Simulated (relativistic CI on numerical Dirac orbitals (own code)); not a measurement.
# Line list: Forbidden lines, W7+

Method of calculation: Dirac-Coulomb-Breit CI, separate exchange-only KLI orbitals for each configuration, model QED (radiative potential, 1s self-energy scaled to tabulated hydrogen-like ionisation energies), unscaled Slater integrals (own radial code, finite nucleus).

CI space (outside the closed core [Kr] 4d10): 4f13 5s2 5p6, 4f14 5s2 5p5, 4f13 5s2 5p5 5d, 4f14 5s 5p6, 4f12 5s2 5p6 5d, 4f13 5s 5p6 5d, 4f13 5s2 5p5 5f, 4f13 5s2 5p5 6s, 4f12 5s2 5p6 6s, 4f13 5s2 5p5 5g. Double excitations out of closed p, d and f shells are left out; levels of such configurations are missing from the list, as are those of other unlisted configurations, and high levels can miss mixing partners.

```
λ vac (Å)                         Lower                         Upper  Type   A (s⁻¹)  log gf
   1134.8      4f14 5s2 5p5 2P°_3/2 [2]      4f14 5s2 5p5 2P°_1/2 [4]    E2  5.25e+02   -6.69
   1134.8      4f14 5s2 5p5 2P°_3/2 [2]      4f14 5s2 5p5 2P°_1/2 [4]    M1  1.20e+04   -5.33
   2807.9    4f13 5s2 5p5 5d 4G_9/2 [8]  4f13 5s2 5p5 5d 2I_11/2 [51]    M1  8.69e+00   -6.91
   3137.5  4f13 5s2 5p5 5d 4H_11/2 [13]  4f13 5s2 5p5 5d 2I_13/2 [55]    M1  2.23e+01   -6.34
   3430.9   4f13 5s2 5p5 5d 4F_9/2 [15]  4f13 5s2 5p5 5d 2H_11/2 [57]    M1  4.13e+01   -6.06
   3578.3  4f13 5s2 5p5 5d 4I_15/2 [16]  4f13 5s2 5p5 5d 2I_13/2 [55]    M1  1.32e+02   -5.45
   3606.7   4f13 5s2 5p5 5d 4F_9/2 [18]  4f13 5s2 5p5 5d 2H_11/2 [57]    M1  7.71e+00   -6.74
   3946.4  4f13 5s2 5p5 5d 4I_13/2 [14]  4f13 5s2 5p5 5d 2I_11/2 [51]    M1  9.22e+01   -5.59
   3969.8  4f13 5s2 5p5 5d 4H_11/2 [13]  4f13 5s2 5p5 5d 2I_13/2 [48]    M1  1.92e+01   -6.20
   4124.9  4f13 5s2 5p5 5d 4G_11/2 [24]  4f13 5s2 5p5 5d 2H_11/2 [57]    M1  6.07e+00   -6.73
   4199.7  4f13 5s2 5p5 5d 4H_13/2 [25]  4f13 5s2 5p5 5d 2H_11/2 [57]    M1  1.82e+01   -6.24
   4209.1  4f13 5s2 5p5 5d 4G_11/2 [24]  4f13 5s2 5p5 5d 2I_13/2 [55]    M1  1.38e+01   -6.29
   4287.0  4f13 5s2 5p5 5d 4H_13/2 [25]  4f13 5s2 5p5 5d 2I_13/2 [55]    M1  1.41e+01   -6.26
   4437.3  4f13 5s2 5p5 5d 4I_13/2 [14]  4f13 5s2 5p5 5d 2I_13/2 [48]    M1  1.51e+01   -6.21
   4702.7  4f13 5s2 5p5 5d 4I_15/2 [16]  4f13 5s2 5p5 5d 2I_13/2 [48]    M1  4.00e+01   -5.73
   4757.8    4f13 5s2 5p5 5d 4G_9/2 [8]  4f13 5s2 5p5 5d 2H_11/2 [31]    M1  3.89e+00   -6.80
   4838.6  4f13 5s2 5p5 5d 4I_13/2 [14]  4f13 5s2 5p5 5d 4H_11/2 [43]    M1  4.44e+01   -5.73
   5030.4  4f13 5s2 5p5 5d 4G_11/2 [24]  4f13 5s2 5p5 5d 2I_11/2 [51]    M1  5.63e+00   -6.59
   5142.1  4f13 5s2 5p5 5d 4H_13/2 [25]  4f13 5s2 5p5 5d 2I_11/2 [51]    M1  5.54e+01   -5.58
   5274.5  4f13 5s2 5p5 5d 2H_11/2 [31]  4f13 5s2 5p5 5d 2H_11/2 [57]    M1  5.98e+00   -6.52
   5784.8      4f13 5s2 5p6 2F°_7/2 [1]      4f13 5s2 5p6 2F°_5/2 [3]    M1  7.94e+01   -5.62
   6174.8  4f13 5s2 5p5 5d 4G_11/2 [20]  4f13 5s2 5p5 5d 4H_11/2 [43]    M1  1.15e+01   -6.10
   6355.6    4f13 5s2 5p5 5d 4G_9/2 [8]  4f13 5s2 5p5 5d 4G_11/2 [24]    M1  2.38e+01   -5.76
   6768.2  4f13 5s2 5p5 5d 4H_13/2 [25]  4f13 5s2 5p5 5d 4H_11/2 [43]    M1  2.31e+01   -5.72
   6851.6  4f13 5s2 5p5 5d 2H_11/2 [31]  4f13 5s2 5p5 5d 2I_11/2 [51]    M1  1.33e+01   -5.95
   8480.4  4f13 5s2 5p5 5d 2H_11/2 [31]  4f13 5s2 5p5 5d 2I_13/2 [48]    M1  9.16e+00   -5.86
   9307.3  4f13 5s2 5p5 5d 4I_13/2 [14]  4f13 5s2 5p5 5d 2H_11/2 [31]    M1  9.03e+00   -5.85
   9815.7   4f13 5s2 5p5 5d 4F_9/2 [15]  4f13 5s2 5p5 5d 2H_11/2 [31]    M1  4.41e+00   -6.12
  11701.1  4f13 5s2 5p5 5d 4H_11/2 [13]  4f13 5s2 5p5 5d 4H_13/2 [25]    M1  2.10e+00   -6.22
  13123.8    4f13 5s2 5p5 5d 4G_9/2 [8]  4f13 5s2 5p5 5d 4H_11/2 [13]    M1  4.20e+00   -5.89
```

Terms are leading LS components. Brackets give the number of a level in order of energy, since labels repeat. The list gives strong lines, with weight on those to low levels, among the lowest 200 of 617 levels, so that lines to higher ones, which can be the strongest, are missing. Levels whose partners in the same complex of configurations lie outside the list can be far off, and so can their lines. Rates are taken at the computed energies, electric ones in the length gauge.

At this charge configurations can still be misplaced by up to about 7 % of their energy. Levels and lines within the n = 5 or 6 shells can be off by up to 10 % or somewhat more, and those that change n by about 2 %, since core polarisation is missing. Levels that differ in their count of f electrons can be misplaced by several ten thousand cm⁻¹, since the correlation energy of f electrons is missing or only estimated; rates across such gaps can be off by orders of magnitude.

LS names give the leading component of a level, which can be under half, so a name can repeat, a term be missing and a line seem to break the LS rules.
